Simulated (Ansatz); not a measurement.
The cluster TaSi7⁻. Charge -1, multiplicity 3. Geometry PBE-D4/def2-SVP, that of the neutral doublet; atoms count from 1.

| atom | x (Å) | y (Å) | z (Å) |
| --- | --- | --- | --- |
| Ta1 | -0.780 | -0.637 | 2.525 |
| Si2 | -0.172 | -2.492 | 1.007 |
| Si3 | -0.297 | 0.670 | -1.334 |
| Si4 | 1.151 | 1.626 | -2.817 |
| Si5 | -1.594 | -0.927 | -0.117 |
| Si6 | 0.793 | -0.239 | 0.660 |
| Si7 | 2.204 | 0.746 | -0.969 |
| Si8 | -1.304 | 1.254 | 1.044 |

In the def2 sets Ta takes a core potential; there is no spin–orbit coupling. The structure comes from a short search, and lower isomers may exist.

Q: Estimate the Mulliken populations from the PBE0/def2-TZVP orbitals of Ansatz.

A: 
| atom | charge (e) | spin (α − β) | d electrons |
| --- | --- | --- | --- |
| Ta1 | 0.05 | 2.04 | 3.39 |
| Si2 | -0.32 | -0.03 | – |
| Si3 | 0.03 | 0.02 | – |
| Si4 | -0.27 | 0.01 | – |
| Si5 | -0.10 | 0.08 | – |
| Si6 | 0.04 | -0.06 | – |
| Si7 | -0.21 | -0.01 | – |
| Si8 | -0.22 | -0.03 | – |
Mulliken values depend strongly on the basis.

Q: Where does the spin sit?

A: Summed by element: Ta 2.04, Si -0.04, of 2 unpaired in all. Largest on single atoms: Ta1 2.04, Si5 0.08, Si6 -0.06.

Q: And the Mayer bond orders between heavy atoms (over 0.3)?

A: Ta1–Si2 1.35 (2.47 Å); Ta1–Si5 0.61 (2.78 Å); Ta1–Si6 0.92 (2.47 Å); Ta1–Si8 1.30 (2.46 Å); Si2–Si5 0.84 (2.39 Å); Si2–Si6 0.69 (2.47 Å); Si3–Si4 1.20 (2.28 Å); Si3–Si5 0.79 (2.39 Å); Si3–Si6 0.54 (2.45 Å); Si3–Si7 0.75 (2.53 Å); Si3–Si8 0.53 (2.65 Å); Si4–Si7 1.44 (2.30 Å); Si5–Si6 0.42 (2.60 Å); Si5–Si8 0.68 (2.49 Å); Si6–Si7 0.83 (2.37 Å); Si6–Si8 0.49 (2.60 Å).
